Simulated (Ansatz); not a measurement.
Coupled-cluster diagnostics for the cluster Y₄, Ansatz.

Geometry of the singlet (B3LYP-D4/def2-SVP):

```xyz
4

Y     2.068   -0.333   -0.473
Y    -0.514    1.855   -0.288
Y    -0.384   -0.423    1.859
Y    -1.170   -1.099   -1.098
```

In the def2 sets Y takes a core potential; there is no spin–orbit coupling. Correlated methods freeze no core orbitals; core or outer-core shells of Y are correlated, in sets that lack core-valence functions. At PBE0-D4/def2-TZVP a triplet of charge 0 lies 0.34 eV below the restricted singlet, each at its own geometry. The structure comes from a short search, and lower isomers may exist.

(1) Estimate the CCSD(T) correlation energy, the shares of MP2 and (T), T1 and the reference's ⟨S²⟩ for: charge 0, singlet, own geometry in def2-TZVP; and the rough time on 4 threads of Intel Xeon Platinum 8488C on a shared host.

Results:

(1) 
| state | basis | correlation (eV) | MP2 share (%) | (T) share (%) | T1 | ⟨S²⟩ (pure) | wall time | remarks |
| --- | --- | --- | --- | --- | --- | --- | --- | --- |
| charge 0, singlet, own geometry | def2-TZVP | -29.370 | 96.6 | 7.0 | 0.044 | 0.00 (0.00) | 49 s | restricted SCF unstable |
Customary marks for T1 are 0.02 (closed shells), 0.045 (open shells) and about 0.05 (3d metals). T1 exceeds 0.02 in 1 of 1 rows and 0.045 in 0; the higher it lies, the less the single-reference result can be trusted.
